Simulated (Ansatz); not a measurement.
Relaxation of ClF2H5OSi (10 atoms, charge 0, multiplicity 1), to a largest force component of 0.03 eV/Å in at most 50 steps.

All numbers below come from RKS r2SCAN-D4/6-31G in Ansatz 0.2.0.

```xyz
10
Properties=species:S:1:pos:R:3:forces:R:3
Si -1.346 0.979 0.133 0.19 0.21 0.17
F -1.241 -0.584 -0.505 0.22 -0.52 -0.17
H -2.725 1.443 -0.208 0.00 0.00 0.01
H -0.983 1.003 1.571 -0.01 0.01 0.00
Cl -0.025 2.286 -0.994 0.00 0.00 -0.01
H 1.675 -0.920 0.508 -0.05 -0.30 -0.16
O 1.483 -0.002 0.770 -0.26 0.20 -0.02
H 0.172 -2.202 -0.812 -1.43 0.83 -0.16
F 0.990 -2.610 -0.672 1.31 -0.41 0.33
H 1.999 0.607 0.210 0.02 -0.02 0.01
```

Problem. Where does it end, and by what steps?

Solution. The forces met the threshold. Limits of this set-up: no polarisation functions. After 17 steps the energy has fallen by 0.748 eV; H3 moved furthest, 1.38 Å. Joined: Si1–O7 (3.06 → 1.87 Å).

```csv
step,energy less start (eV),largest force component (eV/Å),accepted
0,0.0000,1.427,yes
1,-0.1820,0.778,yes
2,-0.3164,0.933,yes
3,-0.3319,1.561,yes
4,-0.3990,0.867,yes
5,-0.4650,0.388,yes
6,-0.4953,0.282,yes
7,-0.5133,0.799,yes
8,-0.5487,0.308,yes
9,-0.5804,0.211,yes
10,-0.6291,0.441,yes
11,-0.6774,0.425,yes
12,-0.7166,0.454,yes
13,-0.7342,0.255,yes
14,-0.7416,0.155,yes
15,-0.7363,0.384,no
16,-0.7460,0.103,yes
17,-0.7482,0.026,yes
```

```xyz
10
Properties=species:S:1:pos:R:3
Si -0.798 0.715 0.190
F -1.110 -1.087 0.147
H -1.673 0.988 -0.981
H -1.193 0.842 1.618
Cl 0.258 2.801 0.113
H 1.184 -0.860 -0.270
O 0.949 0.136 -0.167
H -0.110 -2.063 -0.099
F 0.860 -2.299 -0.296
H 1.634 0.827 -0.255
```

Whether the end is a true minimum wasn't checked by a vibrational analysis.

The run took 96 s on 1 thread of Intel(R) Xeon(R) Processor @ 2.70GHz, with other jobs on the host, peak memory 0.19 GiB.
